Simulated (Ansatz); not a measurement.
Geometry optimisation, RKS r2SCAN-D4/def2-SVP in Ansatz.

The input (input.yaml):

```yaml
crystal:
  periodic: [false, false, false]
  atoms:
    - { symbol: C, position_ang: [-0.4282, 0.4298, -0.3266] }
    - { symbol: S, position_ang: [0.3223, -1.0488, 0.2375] }
    - { symbol: Ag, position_ang: [1.27198, -2.90338, -0.45021] }
    - { symbol: H, position_ang: [-1.283, 0.2255, -0.9648] }
    - { symbol: H, position_ang: [0.244, 1.0589, -0.96] }
    - { symbol: H, position_ang: [-0.8059, 1.0894, 0.5343] }
basis:
  gaussian: { orbitals: def2-SVP }
hamiltonian:
  xc: r2scan
  dispersion: d4
relax:
  f_tol: 0.015
  max_steps: 40
```

Launched with:

```bash
$ ansatz run input.yaml --threads 1 --pin off --max-ram 2048MiB --backend cpu --events-out ev --progress --plain --runs-dir out
```

Q: Where does it end, and by what steps?

A: The forces met the threshold. After 7 steps the energy has fallen by 0.793 eV; Ag3 moved furthest, 0.53 Å.

```csv
step,energy less start (eV),largest force component (eV/Å),accepted
0,0.0000,2.603,yes
1,-0.5193,1.183,yes
2,-0.6307,0.592,yes
3,-0.6822,0.377,yes
4,-0.7739,0.225,yes
5,-0.7926,0.081,yes
6,-0.7933,0.026,yes
7,-0.7934,0.005,yes
```

```xyz
6
Properties=species:S:1:pos:R:3
C -0.399 0.364 -0.330
S 0.271 -0.966 0.734
Ag 1.096 -2.526 -0.770
H -1.219 0.015 -0.974
H 0.377 0.840 -0.946
H -0.805 1.125 0.356
```

Whether the end is a true minimum wasn't checked by a vibrational analysis.

The run took 52 s on 1 thread of Arm Neoverse V1, with other jobs on the host, peak memory 0.16 GiB.
